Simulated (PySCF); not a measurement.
Hg(BH4)2: from a saddle point downhill

PySCF 2.14.0, RKS BP86, Hg def2-SVP with ECP60, B def2-SVP, H def2-SVP; non-relativistic Hamiltonian with scalar-relativistic core potentials where named; density fitting; no spin-orbit coupling. Relaxed within the symmetry of its start, the geometry (D3d) is

```xyz
11

Hg    0.0000    0.0000    0.0000
B     0.0000    0.0000    2.1976
H     0.0000    0.0000    3.4229
H     1.0645    0.6146    1.9652
H    -1.0645    0.6146    1.9652
H     0.0000   -1.2291    1.9652
B     0.0000    0.0000   -2.1976
H     0.0000    0.0000   -3.4229
H     1.0645   -0.6146   -1.9652
H    -1.0645   -0.6146   -1.9652
H     0.0000    1.2291   -1.9652
```

and its lowest harmonic modes are -342, -342, -313, -313, -70, 135 cm⁻¹ (negative: unstable; uncertain by 10 to 30 cm⁻¹). It was moved along the lowest mode and relaxed again, within the group Ci that the move left.

Problem. Where does it end, and how much lower?

Solution. In C2h, 0.381 eV lower, after 20 steps:
```xyz
11

Hg    0.0000    0.0000    0.0000
B     0.0082    0.2617    2.3203
H     0.1109   -0.5692    3.2234
H     1.0022    0.9726    2.2282
H    -1.1042    0.7726    2.2711
H     0.0994   -0.8785    1.6073
B    -0.0082   -0.2617   -2.3203
H    -0.1109    0.5692   -3.2234
H     1.1042   -0.7726   -2.2711
H    -1.0022   -0.9726   -2.2282
H    -0.0994    0.8785   -1.6073
```

Problem. How do the contacts change?

Solution. 
```
      contact  saddle (Å)  end (Å)
 Hg1–B2 (BH4)       2.198    2.335
 Hg1–B7 (BH4)       2.198    2.335
 Hg1–H6 (BH4)       2.318    1.834
Hg1–H11 (BH4)       2.318    1.834
```


Problem. Is the end a minimum?

Solution. Yes, as far as the noise of the softest modes lets one tell (those above −25 cm⁻¹ count as noise); lowest modes -6, 80, 101, 162, 274, 283 cm⁻¹.

State: singlet.
